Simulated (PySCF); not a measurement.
One formula, C4H7F3Si, several structures.

PySCF, CAM-B3LYP/def2-SVPD, density fitting, gas phase; each molecule at its own PBE0-D3(BJ)/def2-SVP geometry, one conformer. Singlet excitations by full TDDFT with frozen cores, triplets by Tamm–Dancoff TDDFT and ionisation energies by ΔSCF, from the lowest of the holes tried. 

Torsions of the conformers computed, which needn't be the lowest (atom-mapped SMILES):
- `[CH3:1][C@@H:2]1[CH2:3][Si@@H:4]1[C:5]([F:6])([F:7])[F:8]`: C3–Si4–C5–F6 -20°
- `[F:1][CH:2]([F:3])[C@@H:4]1[CH2:5][C@H:6]([F:7])[SiH2:8]1`: F1–C2–C4–C5 -69°
- `[F:1][C:2]([F:3])([F:4])[CH2:5][C@H:6]1[CH2:7][SiH2:8]1`: F1–C2–C5–C6 -176°, C2–C5–C6–C7 -162°
- `[F:1][CH:2]([F:3])[C@@H:4]1[CH2:5][C@@H:6]([F:7])[SiH2:8]1`: F1–C2–C4–C5 -58°
- `[F:1][C:2]([F:3])([F:4])/[CH:5]=[CH:6]\[CH2:7][SiH3:8]`: F1–C2–C5–C6 -55°, C5–C6–C7–Si8 101°
- `[CH3:1][Si@@H:2]1[CH2:3][C@@H:4]1[C:5]([F:6])([F:7])[F:8]`: C3–C4–C5–F6 -47°
- `[CH2:1]=[CH:2][CH2:3][SiH2:4][C:5]([F:6])([F:7])[F:8]`: C1–C2–C3–Si4 -102°, C2–C3–Si4–C5 -176°, C3–Si4–C5–F6 61°
- `[F:1][C:2]([F:3])=[C:4]([F:5])[CH2:6][CH2:7][SiH3:8]`: C2–C4–C6–C7 119°, C4–C6–C7–Si8 178°
- `[F:1][C:2]([F:3])([F:4])/[CH:5]=[CH:6]/[CH2:7][SiH3:8]`: F1–C2–C5–C6 121°, C5–C6–C7–Si8 -104°

Reference: `C[C@@H]1C[Si@@H]1C(F)(F)F`, with HOMO energy -8.50 eV, LUMO energy 0.91 eV, lowest singlet excitation 6.53 eV, lowest triplet excitation 5.07 eV, mean polarisability 76.9 au, dipole moment 2.44 D and vertical ionisation energy 9.27 eV.

Changes against it:

```
                 molecule  Δ electronic energy (kcal/mol)  Δ HOMO energy (eV)  Δ LUMO energy (eV)  Δ lowest singlet excitation (eV)  Δ lowest triplet excitation (eV)  Δ mean polarisability (au)  Δ dipole moment (D)  Δ vertical ionisation energy (eV)
     FC(F)(F)/C=C\C[SiH3]                           -13.8               -0.69               -0.69                             +0.09                             -1.03                        +2.9                +0.18                              +0.66
C[Si@@H]1C[C@@H]1C(F)(F)F                           -16.8               -0.23               +0.15                             +0.35                             +0.61                        -1.6                +0.59                              +0.23
       C=CC[SiH2]C(F)(F)F                           -11.3               -0.38               -0.10                             +0.33                             -0.86                        +2.5                -0.01                              +0.43
       FC(F)=C(F)CC[SiH3]                            +6.1               -0.18               -0.05                              0.00                             -0.62                        +3.1                -1.02                              +0.36
     FC(F)(F)/C=C/C[SiH3]                           -15.8               -0.75               -0.58                             +0.26                             -0.87                        +4.1                +0.70                              +0.72
```

Rows whose labels were lost:

```csv
row,Δ electronic energy (kcal/mol),Δ HOMO energy (eV),Δ LUMO energy (eV),Δ lowest singlet excitation (eV),Δ lowest triplet excitation (eV),Δ mean polarisability (au),Δ dipole moment (D),Δ vertical ionisation energy (eV)
P,-5.9,-1.04,-0.28,+0.33,+1.23,-3.1,+0.08,+1.11
Q,-4.6,-1.19,-0.17,+0.52,+1.42,-3.2,+0.77,+1.24
R,-6.7,+0.08,+0.02,-0.10,+0.04,-0.2,+0.02,-0.06
```

Question: Which row belongs to which of `FC(F)[C@@H]1C[C@H](F)[SiH2]1`, `FC(F)(F)C[C@H]1C[SiH2]1` and `FC(F)[C@@H]1C[C@@H](F)[SiH2]1`?

Answer: P = `FC(F)[C@@H]1C[C@@H](F)[SiH2]1`, Q = `FC(F)[C@@H]1C[C@H](F)[SiH2]1` and R = `FC(F)(F)C[C@H]1C[SiH2]1`. P and Q are told apart most clearly by the dipole moment (+0.08 against +0.77 D); P and R are told apart most clearly by the lowest triplet excitation (+1.23 against +0.04 eV); Q and R are told apart most clearly by the lowest triplet excitation (+1.42 against +0.04 eV).

Question: Fit a straight line for the change of the vertical ionisation energy against that of the LUMO energy over the labelled rows, and test it on P, Q and R.

Answer: Over the 5 labelled rows the slope is -0.552 eV/eV, the intercept +0.34 eV, r = -0.97 and the standard error 0.056 eV. P: predicted +0.49, computed +1.11 eV; Q: predicted +0.43, computed +1.24 eV; R: predicted +0.33, computed -0.06 eV. The mean miss is 0.6 eV, against 0.64 eV for guessing the labelled rows' mean: the line helps only a little.
